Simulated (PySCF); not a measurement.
C8H18O: calculation and literature

Bonds (- single, = double, # triple, : aromatic): C1-C2, C2-C3, C2-C4, C2-O5, O5-C6, C6-C7, C6-C8, C6-C9. C1 carries H10, H11, H12; C3 carries H13, H14, H15; C4 carries H16, H17, H18; C7 carries H19, H20, H21; C8 carries H22, H23, H24; C9 carries H25, H26, H27.

Method: structure optimised with PBE0-D3(BJ)/def2-SVP, PBE0/pcSseg-1 with gauge-including orbitals, in PySCF (averaged over atoms made equivalent by symmetry, fast rotation or ring inversion, no solvent model, non-relativistic, one computed conformer).

Reference values: measured (solution, not stated per compound (mostly CDCl3 or CCl4); Pretsch, Buehlmann, Badertscher, Structure Determination of Organic Compounds, 4th ed. (2009)).
```json
{"atoms": "C2/C6", "quantity": "δ 13C", "reference": "76.3", "computed": "72.2", "computed, scaled": "69.2"}
{"atoms": "C1/C3/C4/C7/C8/C9", "quantity": "δ 13C", "reference": "33.8", "computed": "33.0", "computed, scaled": "31.2"}
```

Reference values: measured (liquid, neat; K. Matsuzaki, S. Hayashi, W. Nakanishi, RSC Adv. 2024, ESI (observed values from its refs S1-S5)).
| atoms | quantity | reference | computed | computed, scaled |
| --- | --- | --- | --- | --- |
| O5 | δ 17O vs H2O | 76.0 | – | 71.5 |

Computed shifts are σ(ref) − σ with the named reference compound (TMS for H and C) calculated as an isolated molecule at the same level. The measured values may be among those fitted. Empirical linear scaling, fitted to shifts measured mostly in CDCl3 for H and C (δ vs TMS): 13C: δ = 177.62 − 0.967σ (rms 1.9 ppm, 903 shifts, 2.3 ppm with the 23 outliers that the fit left out); 17O: δ = 263.91 − 0.892σ (rms 13.5 ppm, 141 shifts, 14.3 ppm with the 1 outlier that the fit left out vs liquid water, solution or neat liquid). Occasional misses reach two or three times the rms, and more in compound classes unlike the fitted ones.

**Question.** How far are the unscaled 13C shifts from the references?

**Answer.** Mean signed difference -2.45 ppm, mean absolute 2.45 ppm over 2 comparisons; the largest is -4.1 ppm at C2/C6 (fully substituted sp3 carbon bonded to O).

3 of the 5 published NMR values on file for this molecule are compared.
